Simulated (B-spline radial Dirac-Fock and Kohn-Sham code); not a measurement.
## Core-level shifts of aluminum with charge state

Level of theory: multi-electron Dirac-Fock with separately optimised hole states, Breit and Lamb-shift corrections added in first order; a radial B-spline solver. Each ion is free and in its tabulated ground configuration. Correlation energy is missing from these numbers.

Reference: Al⁵⁺, [He] 2s2 2p4, with 1s 1706.2 eV. Shifts from it, in eV (a dash: the subshell is empty, belongs to an open shell averaged over j, or its hole state is left out as unreliable):

```tsv
ion	configuration	1s
Al⁶⁺	[He] 2s2 2p3	+56.0
Al⁷⁺	[He] 2s2 2p2	?
Al⁸⁺	[He] 2s2 2p1	+181.3
Al⁹⁺	[He] 2s2	+250.4
Al¹⁰⁺	[He] 2s1	–
Al¹¹⁺	1s2	+378.5
Al¹²⁺	1s1	+598.0
```

Question: Give the missing shifts for Al⁷⁺.

Answer: 1s +116.4 (eV).

Values without a named source are computed, but for edge energies of neutral atoms, which are taken from tables.
